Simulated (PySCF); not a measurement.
**Trend along the halogens: MSi anions**

CCSD(T) with triple-zeta basis sets in PySCF, for the lowest determinant that a PBE0 search found; no spin–orbit coupling. De refers to high-spin ground-configuration atoms (the charge goes to the atom of lower measured ionisation energy or higher electron affinity, which is not always the lowest computed limit).

```csv
M,basis,"reference, frozen orbitals",charged atom,state (unpaired electrons),Re (Å),ωe (cm⁻¹),De (eV)
F,def2-TZVPPD,"UHF, 6",F−,triplet (π ↑↑),1.709,646,3.32
Cl,def2-TZVPPD,"UHF, 10",Cl−,triplet (π ↑↑),2.264,355,1.91
Br,def2-TZVPPD,"UHF, 14",Br−,triplet (π ↑↑),2.448,278,1.68
I,def2-TZVPPD,"UHF, 9",I−,triplet (π ↑↑),2.675,238,1.48
```

The shortest bond is that of SiF⁻ (1.709 Å), the longest that of SiI⁻ (2.675 Å). SiF⁻ is bound most strongly (3.32 eV) and SiI⁻ least (1.48 eV).

Down a group the atoms grow and get heavier, so bonds lengthen and wavenumbers fall; this series shows no clear exception.

Correlated steps freeze the inner cores (6 to 14 orbitals); shallow outer-core shells are correlated. Spin–orbit coupling is left out, which matters for elements this heavy, above all for dissociation energies. For an ion De counts to the pair picked by the measured ionisation energies or electron affinities, which need not be the lowest pair at this level. States were picked by a PBE0 search and need not be the measured ground states.
